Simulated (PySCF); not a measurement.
# Sb⁺: ionisation energy

Sb⁺ [Kr] 4d10 5s2 5p2 (3P) → Sb²⁺ [Kr] 4d10 5s2 5p1 (2P), as a difference of total energies. Calculation: PySCF 2.14, in aug-cc-pVTZ-DK3; scalar relativity by spin-free X2C-1e. Correlated levels: valence: [Kr] 4d10 frozen. The calculations carry no spin-orbit coupling.

```
           method  ionisation energy (eV)  plus first-order spin-orbit estimate  error of that sum (eV)
              UHF                  16.003                                15.933                  -0.693
              LDA                  16.662                                16.593                  -0.033
              PBE                  16.466                                16.396                  -0.230
             PBE0                  16.531                                16.462                  -0.164
           r2SCAN                  16.640                                16.570                  -0.056
            B3LYP                  16.508                                16.439                  -0.187
            wB97X                  16.314                                16.244                  -0.382
           B2PLYP                  16.382                                16.313                  -0.313
            TPSSh                  16.490                                16.421                  -0.205
    MP2 (valence)                  16.321                                16.252                  -0.374
SCS-MP2 (valence)                  16.258                                16.189                  -0.437
```

Reference: 16.626 ± 0.025 eV (measured; NIST Atomic Spectra Database, ionization energies).

A first-order spin-orbit estimate (lowest level to lowest level, LS coupling) adds -0.070 eV.

Errors of the correlated levels include the incompleteness of this basis and the frozen core.
